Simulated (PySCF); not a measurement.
**LDA on Ti²⁺ (titanium, charge +2)**

Configuration: [Ar] 3d2, high-spin 3F determinant. Calculation: PySCF 2.14, in jorge-DZP-DKH (8s6p2d1f, 43 functions); the spin-free X2C one-electron Hamiltonian (Gaussian nucleus).

```json
{
 "Total energy": "-850.819 hartree",
 "One-electron energy": "-1155.550 hartree",
 "Hartree (Coulomb) energy": "344.554 hartree",
 "Exchange-correlation energy": "-39.823 hartree",
 "⟨S²⟩": "2.0001",
 "⟨L²⟩": "12.001",
 "Sum of ⟨r⟩": "13.90 bohr",
 "Sum of ⟨r²⟩": "16.69 bohr²",
 "Langevin diamagnetic susceptibility": "-13.2 ×10⁻⁶ cm³/mol",
 "Time after the integrals": "0.59 s of wall time on 1 thread of Neoverse-N1 (shared host)"
}
```

```csv
shell,electrons,mean orbital energy (eV),"rms radius, mean of both spins (bohr)"
1s β,1,-4869.6,0.0806
1s α,1,-4869.6,0.0806
2s α,1,-551.43,0.354
2s β,1,-550.83,0.354
2p α,3,-460.12,0.322
2p β,3,-459.65,0.322
3s α,1,-79.010,1.08
3s β,1,-77.254,1.08
3p α,3,-55.525,1.18
3p β,3,-53.793,1.18
3d α,2,-20.784,1.60
```

Densities and radii are taken from the X2C orbitals without a picture-change correction, which distorts them close to the nucleus.
